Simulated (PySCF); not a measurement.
C₄H₁₂OSi₂.
SMILES with atom numbers: `[CH3:1][O:2][C@H:3]1[SiH2:4][C@H:5]([CH3:6])[SiH2:7]1` (hydrogens: H8, H9, H10 on C1; H11 on C3; H12, H13 on Si4; H14 on C5; H15, H16, H17 on C6; H18, H19 on Si7)

Structure used (GFN2-xTB), in Å, numbered top down from 1:
```
atom  x, y, z in Å
C1     3.0835   -0.2397    0.5854
O2     2.0224    0.6594    0.4500
C3     0.7564    0.0869    0.7832
Si4   -0.6391    1.4066    0.5809
C5    -1.3368    0.3169   -0.8517
C6    -2.7942   -0.1200   -0.7459
Si7   -0.0011   -1.0478   -0.5924
H8     3.9889    0.2879    0.2882
H9     2.9436   -1.1222   -0.0534
H10    3.1845   -0.5804    1.6254
H11    0.8315   -0.3684    1.7809
H12   -1.5357    1.4894    1.7383
H13   -0.1544    2.7310    0.2080
H14   -1.2106    0.8113   -1.8183
H15   -2.9797   -0.6184    0.2028
H16   -3.4618    0.7381   -0.8119
H17   -3.0520   -0.8126   -1.5464
H18    0.8634   -1.2879   -1.7484
H19   -0.5187   -2.3210   -0.0821
```

A PySCF run (density fitting, gas phase, GFN2-xTB geometry) gave HOMO -7.80 eV, LUMO -1.74 eV, dipole 1.00 D and E = -825.970 Eh.

**Question.** Which of these levels was it?
A. HSE06/ANO-RCC-VDZP
B. HSE06/IGLO-II
C. PBE0/def2-SVPD
D. WP04/pcSseg-1
E. BP86/def2-SVP

**Answer.** D. It is WP04/pcSseg-1. All candidates on this geometry:

```csv
level and settings,kind,basis functions,SCF cycles,E (Eh),HOMO (eV),LUMO (eV),dipole (D)
BP86/def2-SVP,GGA,166,15,-813.5001,-5.29,-0.91,0.69
"HSE06/ANO-RCC-VDZP, energy threshold 1e-06 Eh","screened hybrid, exact exchange at short range",166,8,-813.1711,-6.29,-0.67,0.87
"HSE06/IGLO-II, grid level 4, fitting basis def2-universal-jkfit","screened hybrid, exact exchange at short range",252,11,-813.3775,-6.28,-0.51,0.83
"WP04/pcSseg-1, level shift 0.3 Eh",global hybrid fitted to proton shifts,193,13,-825.9702,-7.80,-1.74,1.00
PBE0/def2-SVPD,global hybrid,247,14,-812.9573,-6.77,-0.33,0.85
```

The nearest other candidate, by the summed differences of HOMO and LUMO, is PBE0/def2-SVPD: its HOMO differs by +1.03 eV and its LUMO by +1.41 eV. Cycle counts include a coarse-grid stage where the run had one. WP04 was designed for NMR shieldings or shifts; total energies of different functionals aren't comparable. ANO-RCC sets were contracted for a scalar-relativistic Hamiltonian, but ran non-relativistically here.
